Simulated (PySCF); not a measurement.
An unknown gives this computed stick spectrum. The calculation used TDDFT B3LYP/def2-SVPD, vertical, gas phase, core orbitals frozen in the response (PySCF). Geometries: PBE0-D3(BJ)/def2-SVP, one conformer each.

```tsv
state	E (eV)	λ (nm)	f
S1	5.86	211.6	0.0001
S2	6.03	205.7	0.0054
S3	6.04	205.4	0.0013
S4	6.91	179.4	0.039
S5	7.00	177.1	0.0061
S6	7.05	175.8	0.038
S7	7.08	175.2	0.0092
S8	7.36	168.6	0.057
S9	7.42	167.2	0.127
S10	7.44	166.6	0.0058
```

Triplets computed (Tamm–Dancoff): 4.86, 5.27, 5.28, 5.88 eV.

Problem. Which candidate is it? All have the formula C6H9FOSi.
A. `CCO[Si@H]1C=CC=C1F`
B. `C=C[Si@@H](C#CCF)OC`
C. `CC#C[Si@@H]1OCC[C@@H]1F`
D. `CC#C[Si@@]1(F)CCCO1`

Solution. D. Its S1, at 5.86 eV, is the highest among the candidates; the nearest of the others has S1 at 5.57 eV. S1 is HOMO-1→LUMO (46%), HOMO→LUMO+1 (27%), HOMO→LUMO (15%). Löwdin shares by element: HOMO carbon 60% or more, oxygen 19% (atoms not listed hold the other 21%); LUMO carbon 60% or more, silicon 17% (atoms not listed hold the other 23%). At the same level the other candidates give, for their lowest levels:
- `CCO[Si@H]1C=CC=C1F`: 3.94 eV (f 0.043); 4.90 eV (f 0.004); 5.40 eV (f 0.002); 5.95 eV (f 0.006); 6.12 eV (f 0.025); T1 2.45 eV; HOMO -6.46, LUMO -1.93 eV
- `C=C[Si@@H](C#CCF)OC`: 5.31 eV (f 0.001); 5.75 eV (f 0.041); 5.89 eV (f 0.012); 6.23 eV (f 0.008); 6.38 eV (f 0.032); T1 4.26 eV; HOMO -7.80, LUMO -1.25 eV
- `CC#C[Si@@H]1OCC[C@@H]1F`: 5.57 eV (f 0.005); 5.85 eV (f 0.013); 6.02 eV (f 0.007); 6.35 eV (f 0.026); 6.75 eV (f 0.050); T1 4.77 eV; HOMO -7.35, LUMO -0.48 eV
